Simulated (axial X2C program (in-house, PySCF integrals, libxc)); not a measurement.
# The I pπ splitting in different molecules (EOM-IP-CCSD)

Calculated with an axial X2C code built on PySCF integrals: two-component X2C with atomic mean-field Coulomb and Gaunt terms, Dyall basis sets with cores contracted in-house.

The first pair of π-type roots with Ω = 1/2 and 3/2, reached by removing an electron from a closed-shell reference; vertical energies, inner shells frozen. Splitting means E(3/2) − E(1/2).

Basis sets: Au dyall-cv3z, B dyall-v3z, Cl dyall-av3z, Cu dyall-cv3z, H dyall-v3z, Hg dyall-acv3z, I dyall-acv3z, I dyall-cv3z. Correlated electrons in EOM-CCSD (inner shells frozen, about 90 virtual spinors): HI 8, BI 10, ICl 14, CuI 18, AuI 18, HgI⁻ 20.

| species | reference | R (Å) | main character | spinor gap ε(3/2) − ε(1/2), HF (cm⁻¹) |
| --- | --- | --- | --- | --- |
| HI⁺ | HI | 1.616 | 97% I pπ | 5860 |
| BI⁺ | BI | 2.139 | 86% I pπ, 10% B pπ | 6290 |
| ICl⁺ | ICl | 2.335 | 73% I pπ, 21% Cl pπ | 5360 |
| CuI⁺ | CuI | 2.352 | 86% I pπ, 8% Cu dπ | 3850 |
| AuI⁺ | AuI | 2.499 | 83% I pπ, 9% Au dπ | 4960 |
| HgI | HgI⁻ | 3.274 | 96% I pπ | 6070 |

Should these pairs be regular or inverted?

Inverted: a hole in a filled π shell puts Ω = 3/2 lowest, with the sign opposite to the spinor gap.

EOM-IP-CCSD gives:

```csv
species,IE Ω = 1/2 (eV),IE Ω = 3/2 (eV),splitting (cm⁻¹),lowest root?
HI⁺,10.889,10.243,-5206,yes
BI⁺,11.380,10.751,-5077,no
ICl⁺,10.564,10.005,-4508,yes
CuI⁺,9.090,8.626,-3747,yes
AuI⁺,9.481,8.860,-5009,yes
HgI,4.294,3.542,-6062,no
```

A small p share on a heavy partner can supply much of the splitting, and mixing of Ω = 1/2 with σ states shifts it further.

States that need a further excitation are missing; levels can be off by some tenths of an eV, splittings by less.
